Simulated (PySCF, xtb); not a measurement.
ClFH4SSi2, SMILES F[SiH2]S[SiH2]Cl. Atoms are numbered in the order given.

```xyz
9

Si    -1.8378     0.0338    -0.1594
F     -2.4674     0.7944     1.1470
S     -0.1138     1.0838    -0.9054
Si     1.3302     0.2504     0.4653
Cl     1.8920    -1.6762    -0.0812
H     -1.4538    -1.3478     0.2713
H     -2.8543     0.0587    -1.2551
H      0.7493     0.1747     1.8443
H      2.5297     1.1411     0.4004
```
Charge 0, spin multiplicity 1.

Geometry optimised at PBE-D3(BJ)/def2-SVP. The structure was generated by enumeration, and PubChem lists no compound with its InChIKey, so it may never have been made. One conformer was computed; it need not be the lowest.

These are PySCF with IEF-PCM-M06-2X/def2-SVP values and carry that method's errors.

The values are the electrostatic part of the solvation free energy, E(continuum) − E(gas) at the gas-phase geometry, in a cavity of scaled van der Waals radii (PySCF's table); cavitation and dispersion terms are not included. In vacuum the orbital gap is 9.91 eV. The dipole moment in vacuum is 0.22 D.

Computed values in water (ε = 78.36), acetone (ε = 20.49), tetrahydrofuran (ε = 7.43):
```
solvent              ε  ΔG(elec) (kcal/mol)  dipole (D)  gap (eV)
---------------  -----  -------------------  ----------  --------
water            78.36                 -2.8        0.32     10.02
acetone          20.49                 -2.6        0.31     10.01
tetrahydrofuran   7.43                 -2.3        0.29     10.00
```

For comparison, GFN2-xTB/ALPB(water) (xtb, at the GFN2-xTB geometry, all terms of that model) gives 0.6 kcal/mol.
